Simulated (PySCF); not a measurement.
**Two-component Hartree-Fock for Se³⁺ (selenium, charge +3)**

Start: [Ar] 3d10 4s1 4p2; 4s1/2 filled at m_j = +1/2; 4p3/2 filled at m_j = +1/2, +3/2. Calculated with PySCF 2.14 in x2c-TZVPall-2c (6s7p4d1f, 54 functions): generalised Hartree-Fock with the X2C-1e Hamiltonian and a Gaussian nucleus; one run each with spin-orbit coupling (SO) switched off, then screened by Boettger's factors. This is a chosen level, not necessarily the ground level.

```tsv
spinor shell	electrons	ε, spin-free (eV)	ε, screened SO (eV)	weight of nominal j (screened SO)	rms radius, screened SO (bohr)
1s1/2	2	-12775.9	-12775.6	1.000	0.0508
2s1/2	2	-1734.3	-1734.2	1.000	0.212
2p1/2	2	-1524.9	-1553.6	1.000	0.187
2p3/2	4	-1524.9	-1511.3	1.000	0.190
3s1/2	2	-288.16	-288.19	1.000	0.612
3p1/2	2	-220.45	-224.69	0.994	0.628
3p3/2	4	-220.45	-218.48	0.997	0.638
3d3/2	4	-108.17	-108.81	0.939	0.689
3d5/2	6	-108.17	-107.80	0.959	0.690
4s1/2	1	-59.419	-59.420	1.000	1.76
4p3/2	2	-44.090	-44.012	0.805	1.99
```

| quantity | spin-free | screened SO |
| --- | --- | --- |
| E (hartree) | -2425.48662 | -2425.59532 |
| M_J | 5/2 | 5/2 |
| ⟨J²⟩ | 8.754 | 8.753 |
| ⟨L²⟩ | 2.003 | 2.019 |
| ⟨S²⟩ | 3.751 | 3.743 |

Each row is a mean over spinors that exchange with the open shell spreads, by up to 1.431 eV (3s1/2).

Rows whose weight is well below 1 are mixtures of j = l ± 1/2: exchange outweighs spin-orbit coupling there, and the label is only the starting occupation.

Without spin-orbit coupling the j labels of p, d and f shells carry no meaning; the spin-free column gives the mean over the occupied spinors of each nl shell.
